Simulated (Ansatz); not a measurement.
silanone (SMILES O=[SiH2]) moved off its minimum; all values from Ansatz (a program for electronic structure), cores frozen in correlated methods.
(charge 0, multiplicity 1)
```xyz
4

Si     0.0708    -0.4227    -0.0205
O     -0.0845     1.1513     0.0140
H     -0.9220    -1.4669     0.0461
H      1.5369    -1.2082     0.0482
```

**Question.** Give the forces (eV/Å), the total energy and the dipole at CCSD(T)/aug-cc-pV(T+d)Z.

**Answer.** 
```json
[
 {"atom": "Si1", "Fx": "2.602", "Fy": "1.714", "Fz": "0.455"},
 {"atom": "O2", "Fx": "0.060", "Fy": "-2.656", "Fz": "-0.172"},
 {"atom": "H3", "Fx": "-0.796", "Fy": "-0.243", "Fz": "-0.085"},
 {"atom": "H4", "Fx": "-1.866", "Fy": "1.185", "Fz": "-0.198"}
]
```
Energy -365.3714 hartree, dipole 3.66 D.
